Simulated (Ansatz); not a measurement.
System: YH (charge 0, singlet). 
Geometry from a B3LYP-D3(BJ)/def2-TZVP (Ansatz, an electronic-structure program) optimisation:
```xyz
2

Y      0.0000     0.0000    -0.0480
H      0.0000     0.0000     1.8702
```

Total electronic energies in hartree. Valence correlation only, unless marked. No spin-orbit coupling. The frozen core is the preceding noble-gas configuration, with the filled d and f shells of earlier blocks. Past Kr the def2 sets carry scalar-relativistic core potentials. STO-3G rows are all-electron and non-relativistic. CBS marks a two-point X^-3 extrapolation of the correlation energy; Hartree-Fock from the larger set. The bracket is a focal-point correction in the basis named.

The Hartree-Fock reference is unstable (checked in the largest basis), which strains HF and MP2. 

```csv
level,program,energy (Eh)
RI-HF/def2-TZVPP,Ansatz,-38.39744
SVWN5/def2-TZVPD,Ansatz,-38.69492
PBE-D3(BJ)/def2-TZVPD,Ansatz + dftd3,-38.82358
r2SCAN-D4/def2-TZVPD,Ansatz + dftd4,-38.82838
PBE0/def2-SVP,Ansatz,-38.79752
PBE0-D4/def2-TZVP,Ansatz + dftd4,-38.81159
BHLYP-D3(BJ)/def2-TZVPD,Ansatz + dftd3,-38.75763
HSE06-D4/def2-TZVPD,Ansatz + dftd4,-38.81003
B2GP-PLYP/def2-TZVPD,Ansatz,-38.65085
MP2/STO-3G,Ansatz,-3297.96303
RI-MP2/def2-TZVPP,Ansatz,-38.45314
CCSD/def2-TZVPPD,Ansatz,-38.47041
CCSDT(Q)/def2-SVP,Ansatz,-38.44737
"RI-MP2/CBS(def2-TZVPP,def2-QZVPP)+[CCSD(T)-MP2]/def2-SVP",Ansatz,-38.4768
"CCSD(T)/CBS(def2-TZVPPD,def2-QZVPPD)",Ansatz,-38.4760
```

Totals of different functionals don't rank their quality; only differences between species are comparable.
